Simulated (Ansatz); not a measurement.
# Match the barriers

Saddle point of BH₂SeF₃, closed shell (BF₃ ([F][B]([F])[F]) + H₂Se → BHSeF₂ ([F][B]([F])[SeH]) + HF; bonds formed: B1–Se6, F2–H5; bonds broken: B1–F2, H5–Se6), PBE0-D4/def2-TZVP structure:

```xyz
7
angstrom
B -0.2904 -0.6623 0.1569
F -1.1477 0.2426 -0.8313
F -0.1860 -1.8687 -0.3902
F -0.7994 -0.5360 1.3771
H -0.1674 0.7990 -0.9598
Se 1.4512 0.5452 -0.2207
H 1.1396 1.4801 0.8678
```

Ansatz 0.2.0; basis: def2-TZVPP, with def2-QZVPP for the basis limit; cores frozen in the correlated methods. Filled d shells of the heavier atoms are correlated. The def2 sets are not built for correlating such inner shells, so the correlated values are less sure here. Extrapolation: Hartree–Fock as exp(−7.88 √X), correlation as X^−2.97. Four methods, as single points on the PBE0-D4 structures, gave these electronic barriers from the start structure: 27.11, 31.52, 33.96, 54.92 kcal/mol.

Task: The methods were, in alphabetical order, HF, MP2, PBE-D4, PBE0-D4. Which gave which? (Judge from chemistry; the calculation decides.)

Result: Computed: PBE-D4 27.11; PBE0-D4 31.52; MP2 33.96; HF 54.92 kcal/mol. For comparison, CCSD(T) at an estimated basis limit (MP2 extrapolated from triple and quadruple zeta, plus CCSD(T) − MP2 in triple zeta) gives 36.18 kcal/mol.

The T1 diagnostic stays at or below 0.012.

Labels in which every atom is bracketed show which atoms are joined, not bond orders.

For scale, one of the runs: CCSD(T)/def2-TZVPP, 200 basis functions, launched by `ansatz run in.yaml --threads 4 --pin off --events-out ev --progress --plain --max-ram 9574MiB`. Time: 2.1 min of wall clock on 4 CPU threads of an Arm Neoverse V1; the host was shared. Peak host memory: 2.8 GiB.
